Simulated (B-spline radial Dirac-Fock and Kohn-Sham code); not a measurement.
Level of theory: Dirac-Fock orbitals of the configuration average with a finite nucleus; a radial finite-basis atomic code.

Q: This computed X-ray form factor belongs to an atom or ion in its tabulated ground configuration. Which?

```csv
sin θ/λ (Å⁻¹),f₀
0.3,15.677
0.45,14.264
0.5,13.737
1.1,8.180
1.2,7.607
2,5.097
2.5,3.977
4,1.820
6,1.121
```

A: Br¹⁸⁺, with 17 electrons in [Ne] 3s2 3p5. f₀ tends to the number of electrons as s goes to zero, which the first rows give only roughly, and the rate of fall reflects the nuclear charge, 35.
